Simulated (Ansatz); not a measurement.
PBE exchange is replaced step by step with exact exchange (0 % is PBE, 25 % PBE0; no dispersion term), basis def2-SVP, Ansatz. System: trans-CoF2(H2O)4 (CoO₄F₂H₈). Charge 0, multiplicity 4. Geometry: r2SCAN-D4/def2-SVP.

Geometry of the quartet:

```xyz
15

Co   -0.001    0.002    0.001
F    -1.309   -0.024    1.474
F     1.305    0.027   -1.475
O    -1.990   -0.034   -0.889
H    -2.292    0.827   -1.211
H    -2.180   -0.035    0.093
O     1.991    0.031    0.887
H     2.178    0.035   -0.096
H     2.289   -0.834    1.203
O     0.095   -2.013   -0.738
H     0.674   -1.549   -1.398
H    -0.756   -2.126   -1.190
O    -0.091    2.015    0.742
H     0.758    2.126    1.195
H    -0.673    1.553    1.401
```

HOMO and LUMO are taken over both spins.

```
exact exchange (%)  HOMO (eV)  LUMO (eV)  gap (eV)   ⟨S²⟩
                 0      -3.98      -3.13      0.85  3.752
                10      -5.27      -2.29      2.98  3.752
                15      -5.89      -1.85      4.04  3.752
                25      -7.10      -0.97      6.13  3.752
                40      -8.82       0.21      9.03  3.753
```
